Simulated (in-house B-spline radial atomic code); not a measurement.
A run on Ni that did not converge. Method: non-relativistic TPSS, spin-polarised, spherical fractional occupations, point nucleus; computed with an all-electron radial atomic-structure program (B-spline basis).

Command:
```bash
python run_scf.py task.json out
```
Settings:
```
Z                28
configuration    [Ar] 3d7.625 4s2 4f0.375
hamiltonian      nr
method           tpss,tpss
spin_polarised   True
```

First and last ten iterations of the last attempt (damped for 15 steps, keeping 80 % of the old Fock matrix, then DIIS):
```
 iter        energy (Eh)    residual
    1       -1508.142703    4.08e-02
    2       -1508.144255    1.66e-03
    3       -1508.144313    9.05e-04
    4       -1508.144326    5.48e-04
    5       -1508.144329    3.63e-04
    6       -1508.144330    2.59e-04
    7       -1508.144331    1.99e-04
    8       -1508.144331    1.55e-04
    9       -1508.144331    1.21e-04
   10       -1508.144331    9.48e-05
  111       -1508.144333    4.46e-06
  112       -1508.144333    5.14e-06
  113       -1508.144332    6.58e-06
  114       -1508.144333    3.56e-06
  115       -1508.144333    8.48e-06
  116       -1508.144333    3.28e-06
  117       -1508.144333    3.69e-06
  118       -1508.144333    3.54e-06
  119       -1508.144333    3.58e-06
  120       -1508.144333    3.69e-06
 not converged after 120 iterations
```

The smallest residual met was 1.0e-06; the threshold is about 3e-07. Over the last five steps the energy moves by less than 2e-07 hartree, but the orbitals didn't meet the threshold. Time taken, with all properties: 4.1 s on 1 thread of Arm Neoverse V1, on a shared host.
